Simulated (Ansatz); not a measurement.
Basis-set extrapolation for BF$_{2}$H$_{3}$Si (`B[SiH](F)F`) (PBE0-D4/def2-TZVP geometry, frozen core, Ansatz). Multiplicity 1, RHF reference.

```json
{"": "HF", "def2-TZVPP": "-514.455788", "def2-QZVPP": "-514.476289"}
{"": "MP2 correlation", "def2-TZVPP": "-0.711535", "def2-QZVPP": "-0.776558"}
{"": "CCSD(T) correlation", "def2-TZVPP": "-0.760775", "def2-QZVPP": "not run"}
```

Energies in hartree. Use E(X) = E(∞) + A·exp(−7.88·√X) for Hartree–Fock and E(X) = E(∞) + B·X^(−2.97) for correlation, with X = 3 and 4, and add CCSD(T) minus MP2 of the smaller set to the MP2 limit.

**Question.** What is the CCSD(T) energy at the basis-set limit?

**Answer.** HF limit: -514.476289 + (-0.020501) × 0.13774 = -514.47911. MP2 limit: -0.776558 + (-0.065023) × 0.74074 = -0.82472. Higher-order term: -0.760775 − (-0.711535) = -0.04924. Total: -515.35307 hartree, 358.4 kJ/mol below CCSD(T)/def2-TZVPP.
